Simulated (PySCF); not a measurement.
vinyl chloride (C$_{2}$H$_{3}$Cl), singlet, geometry from GFN2-xTB, atoms displaced at random by about 0.08 Å a coordinate. Base run: TPSS/6-31G, gradient run with PySCF.

Input for PySCF:
```python
from pyscf import gto, scf, dft

mol = gto.Mole()
mol.atom = '''
    C     0.068626    0.792572   -0.055419
    C     1.204515    0.986590    0.063759
    Cl   -0.685579   -0.877767    0.148316
    H    -0.684478    1.577382    0.092213
    H     2.109926    0.311829    0.151721
    H     1.658234    2.111130    0.059193
'''
mol.basis = '6-31g'
mol.charge = 0
mol.spin = 0
mol.verbose = 4
mol.build()

mf = dft.RKS(mol)
mf.xc = 'tpss'
mf.kernel()
g = mf.nuc_grad_method()
grad = g.kernel()
```

The coordinate followed is z of atom 5.

Variants of this job, named by their change:

```tsv
change	dE/dx (Eh/bohr)	net force (Eh/bohr)
base	0.003448	0.000034
grid_response = on	0.003447	0.000000
density fitting = on; auxbasis_response = off	0.003445	0.000685
grids.level = 0; grid_response = on	0.003802	0.000000
finite difference step (bohr) = 0.2; conv_tol = 1e-11	0.003579	-
finite difference step (bohr) = 1e-3; conv_tol = 1e-11	0.003447	-
density fitting = on	0.003448	0.000034
finite difference step (bohr) = 0.01; conv_tol = 1e-11	0.003447	-
grids.level = 5; grid_response = off	0.003448	0.000001
grids.level = 1; grid_response = on	0.003452	0.000000
finite difference step (bohr) = 0.05; conv_tol = 1e-11	0.003456	-
conv_tol = 1e-4	0.003444	0.000034
```

The net force is zero for an exact gradient.
